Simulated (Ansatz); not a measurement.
Program: Ansatz. Geometries: PBE0-D4/def2-TZVP. ΔE: electronic, gas phase. CBS: MP2 limit from def2 TZ/QZ plus the TZ coupled-cluster correction, frozen cores. This one scheme is used for every species. Functionals use def2-TZVPP. One conformer a species, not always the lowest.

Consider the cleavage of the Si–Si bond: `[AlH2][SiH]([SiH3])O[SiH3]` + `BS` → `BS[SiH3]` + `[AlH2][SiH2]O[SiH3]`.

CCSD(T)/CBS gives -45.2 kJ/mol.

(1) Another level gave -42.9 kJ/mol. Which?
A. ωB97X-V/def2-TZVPP
B. HF/def2-TZVPP
C. B2PLYP/def2-TZVPP
D. PBE-D4/def2-TZVPP

Largest T1 diagnostic among the species: 0.015.

## Answers

(1) A. ωB97X-V -42.9, PBE-D4 -29.2, B2PLYP -46.9, HF/def2-TZVPP -59.0 kJ/mol.

From PBE to PBE0 (25 % exact exchange), in def2-TZVPP and without D4, ΔE moves by −5.5 kJ/mol. In def2-TZVPP, CCSD(T) changes the Hartree–Fock value by +16.0 kJ/mol (the triples alone add +1.7 kJ/mol) and MP2 by +6.7 kJ/mol.
